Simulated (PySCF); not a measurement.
Match the calculated data to a structure.

All candidates are C7H7NO.

| technique | computed result |
| --- | --- |
| 13C NMR | chemical shifts (computed TMS as zero) by class: 182.4 (1 C), 156.6 (1 C), 151.8 (1 C), 126.0 (1 C), 33.8 (1 C), 27.8 (2 C) ppm [GIAO PBE0/pcSseg-1] |
| Dipole | 1.68 D [PBE0/pcSseg-1] |
| 1H NMR | chemical shifts (computed TMS as zero) by class: 8.76 (1 H), 1.69 (6 H) ppm [GIAO PBE0/pcSseg-1] |
| NMR, other nuclei | isotropic shieldings of nuclei other than C and H, by class: -33 (1 N), 17 (1 O) ppm [GIAO PBE0/pcSseg-1] |
| Rotational structure | rotational constants A, B, C: 2.859, 1.145, 0.992 GHz [GFN2-xTB] |

Gas-phase values; electronic properties from PySCF, density fitting. Levels stand in brackets. Geometry: GFN2-xTB, one conformer, isolated molecule. NMR values are class means; diastereotopic atoms form classes of their own.

Task: Which candidate is it?
A. `O=CNC1=C[C@@H]2C=C[C@H]12`
B. `NC(=O)C1=C[C@@H]2[C@@H]3[C@H]1[C@H]23`
C. `CC(=O)c1ccccn1`
D. `CC(C)(C#N)c1cc1=O`

Result: D. It is `CC(C)(C#N)c1cc1=O`. Numbering: `[CH3:1][C:2]([CH3:3])([C:4]#[N:5])[c:6]1[cH:7][c:8]1=[O:9]`. Its formula, C7H7NO, gives 5 degrees of unsaturation: 1 ring and 4 π bonds in the structure found (Kekulé form). 7 carbons fall into 6 classes; from least to most shielded: unsaturated ring carbon [C6] (182.4 ppm), unsaturated ring CH carbon [C7] (156.6 ppm), ring carbonyl carbon [C8] (151.8 ppm), nitrile carbon [C4] (126.0 ppm), sp3 carbon next to a nitrile [C2] (33.8 ppm), methyl carbon [C1/C3] (27.8 ppm, 2 C). Hydrogen classes from least to most shielded: 1 H on an unsaturated ring CH carbon, C7 (8.76 ppm), 6 H on 2 methyl carbons, C1/C3 (1.69 ppm). The other shieldings belong to: -33 ppm, nitrile nitrogen [N5]; 17 ppm, carbonyl oxygen [O9]. The optimised geometry has point group Cs and is an asymmetric top.

The others, at the same levels:
- `CC(=O)c1ccccn1` fails: it has 7 carbon classes against 6; its computed 13C shifts are 205.7 (1 C), 157.3 (1 C), 154.2 (1 C), 142.8 (1 C), 132.5 (1 C), 127.8 (1 C), 30.0 (1 C) ppm, 1H shifts are 8.98 (1 H), 8.46 (1 H), 8.14 (1 H), 7.57 (1 H), 2.90 (3 H) ppm and rotational constant A is 3.776 GHz (against 2.859 GHz).
- `NC(=O)C1=C[C@@H]2[C@@H]3[C@H]1[C@H]23` fails: its computed 13C shifts are 164.1 (1 C), 151.7 (1 C), 144.4 (1 C), 55.7 (2 C), 40.5 (1 C), 40.1 (1 C) ppm, 1H shifts are 6.28 (1 H), 5.12 (1 H), 4.45 (1 H), 4.17 (2 H), 2.42 (1 H), 1.77 (1 H) ppm and rotational constant A is 4.273 GHz (against 2.859 GHz).
- `O=CNC1=C[C@@H]2C=C[C@H]12` fails: it has 7 carbon classes against 6; its computed 13C shifts are 158.2 (1 C), 156.9 (1 C), 155.3 (1 C), 154.1 (1 C), 117.8 (1 C), 55.8 (1 C), 48.6 (1 C) ppm, 1H shifts are 8.19 (1 H), 7.11 (1 H), 6.91 (1 H), 6.27 (1 H), 5.56 (1 H), 4.82 (1 H), 3.94 (1 H) ppm and rotational constant A is 3.758 GHz (against 2.859 GHz).

Each candidate is one conformer, not necessarily the lowest. Dipoles, sizes and rotational constants follow the conformer. The torsions of the flexible species, by atom-mapped SMILES:
- `[CH3:1][C:2]([CH3:3])([C:4]#[N:5])[c:6]1[cH:7][c:8]1=[O:9]`: C1–C2–C6–C7 -120°
- `[CH3:1][C:2](=[O:3])[c:4]1[cH:5][cH:6][cH:7][cH:8][n:9]1`: C1–C2–C4–C5 180°
- `[O:1]=[CH:2][NH:3][C:4]1=[CH:5][C@@H:6]2[CH:7]=[CH:8][C@H:9]12`: O1–C2–N3–C4 0°, C2–N3–C4–C5 -178°

The conformers of `NC(=O)C1=C[C@@H]2[C@@H]3[C@H]1[C@H]23` aren't listed.
